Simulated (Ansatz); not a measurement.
System: CdCl$_{2}$ (charge 0, singlet). SMILES: [Cl][Cd][Cl]
Geometry from a B3LYP-D3(BJ)/def2-TZVP (Ansatz, a quantum-chemistry and plane-wave program) optimisation:
```xyz
3

Cd     0.0000     0.0000     0.0000
Cl     0.0000     0.0000    -2.2851
Cl     0.0000     0.0000     2.2851
```

Quantity: atomisation energy (electronic, to ground-state atoms), in kcal/mol. Valence correlation only, unless marked. UHF or UKS for open shells. No spin-orbit coupling. The frozen core is the preceding noble-gas configuration, with the filled d and f shells of earlier blocks. Past Kr the def2 sets carry scalar-relativistic core potentials. The coupled-cluster limit lacks core correlation, which all-electron functionals hold. CBS marks a two-point X^-3 extrapolation of the correlation energy; Hartree-Fock from the larger set. [CCSD(T)-MP2]/basis is that difference in the basis named.

```
level                                                                 program  atomisation energy (kcal/mol)
-------------------------------------------------------------  --------------  -----------------------------
SVWN5/def2-TZVPD                                                       Ansatz                          155.5
r2SCAN/def2-TZVPD                                                      Ansatz                          137.5
r2SCAN-D3(BJ)/def2-TZVPD                                       Ansatz + dftd3                          137.9
B97M-V/def2-TZVPD                                                      Ansatz                          135.9
PBE0/def2-TZVP                                                         Ansatz                            [?]
BHLYP-D3(BJ)/def2-TZVPD                                        Ansatz + dftd3                            [?]
r2SCANh/def2-TZVPD                                                     Ansatz                          136.3
HSE06/def2-TZVPD                                                       Ansatz                            [?]
CAM-B3LYP/def2-TZVPD                                                   Ansatz                          128.1
LC-wPBE-D3(BJ)/def2-TZVPD                                      Ansatz + dftd3                          141.3
LC-wPBE/def2-TZVPD                                                     Ansatz                          139.4
RI-MP2/CBS(def2-TZVPPD,def2-QZVPPD)+[CCSD(T)-MP2]/def2-TZVPPD          Ansatz                            [?]
```

Task: Fill in the missing entries.

Result: 
- PBE0/def2-TZVP, atomisation energy (kcal/mol): 133.1
- BHLYP-D3(BJ)/def2-TZVPD, atomisation energy (kcal/mol): 126.4
- HSE06/def2-TZVPD, atomisation energy (kcal/mol): 133.6
- RI-MP2/CBS(def2-TZVPPD,def2-QZVPPD)+[CCSD(T)-MP2]/def2-TZVPPD, atomisation energy (kcal/mol): 135.0
